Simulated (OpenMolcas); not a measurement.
I+: effect of the basis set

- Program: OpenMolcas 26.06
- Method: SS-RASPT2, IPEA 0.25 Eh, imaginary shift 0.1 Eh (closed shells correlated: 4d)
- Active space: 6 electrons in 9 orbitals (RAS2 5s 5p; RAS3 5d, at most 2 electrons)
- State averaging: 2S+1 = 3 even, 3 roots; 2S+1 = 1 even, 6 roots; 2S+1 = 3 odd, 3 roots; 2S+1 = 1 odd, 3 roots
- Spin-orbit coupling: state interaction with AMFI integrals over the reference wave functions, term energies averaged over their components

A. ANO-RCC-VTZP [7s6p4d2f1g], DKH2, point nucleus; CASPT2 step of the order of 11 core-seconds
B. ANO-R2 [7s6p4d2f1g], X2C, finite nucleus; CASPT2 step roughly 10 core-seconds
C. ANO-RCC-VQZP [8s7p5d3f2g], DKH2, point nucleus; CASPT2 step about 10 core-seconds
D. ANO-RCC [10s9p8d5f3g], DKH2, point nucleus; CASPT2 step about 70 core-seconds

Energies in cm-1 above 5s2 5p4 3P2, the measured ground level; measured values from NIST Handbook of Basic Atomic Spectroscopic Data.

| Level | A | B | C | D | Measured |
| --- | --- | --- | --- | --- | --- |
| 5s2 5p4 3P2 | 0.0 | 0.0 | 0.0 | 0.0 | 0.0 |
| 5s2 5p4 3P1 | 6180 | 6170 | 6260 | 6260 | 7087 |
| 5s2 5p4 3P0 | 6190 | 6180 | 6210 | 6210 | 6448 |
| 5s2 5p4 1D2 | 13450 | 13490 | 13250 | 13200 | 13727 |
| 5s2 5p4 1S0 | 28900 | 28870 | 28700 | 28610 | 29501 |
| 5s 5p5 3P* 2 | 84400 | 85300 | 83060 | 82530 | 81908 |

Deviations, from unrounded energies. A percentage is the sum of absolute deviations over the sum of measured energies, with the sign that they share, or ± where signs differ.

| Against measurement | Levels | A | B | C | D |
| --- | --- | --- | --- | --- | --- |
| mean absolute deviation (cm-1) | 5 | 910 | 1100 | 700 | 620 |
| fine structure of the ground term (%) | 2 | -8.6 | -8.8 | -7.9 | -7.9 |
| other terms of the ground configuration (%) | 2 | -2.1 | -2.0 | -3.0 | -3.3 |
| other configurations (%) | 1 | +3.0 | +4.1 | +1.4 | +0.8 |

D lies closest to measurement on these levels and B furthest from it. The largest miss of D in the table is 5s2 5p4 1S0, by -890 cm-1. The ranking rests on the paired levels alone, and a cruder setting can come out closer through cancelling errors.

Among A to D the level of the table that moves most is 5s 5p5 3P* 2, by 2800 cm-1 (lowest in D, highest in B). Moves below CASPT2's spread within the term are not significant.

Term energies are means over components that CASPT2 splits; among the terms shown or strongly mixed into the levels shown the widest spread is 59 cm-1 (5s2 5p4 1D, D). Some terms mix strongly with configurations of 5d, whose occupation reaches 0.27 (5s 5p5 3P*) (figures for A; the like holds for B, C, D). The run also gave levels led by 5s2 5p3 5d, which use shells meant for correlation; these and all levels above them are left out (holds for A; C; D). Active for correlation alone: 5d; no level in the range computed is led by a configuration that fills it, so any true level of that kind is missing (holds for B). Measured partners are found by configuration, term and J. A level has none where our copy of the source lacks it or the pairing is in doubt (some pairs that miss far off the trend of their configuration count as doubtful), and it then counts in no deviation. Only configurations of the active space appear. Levels that lie high or do not pair safely by name in every column are left out.

* marks odd parity.
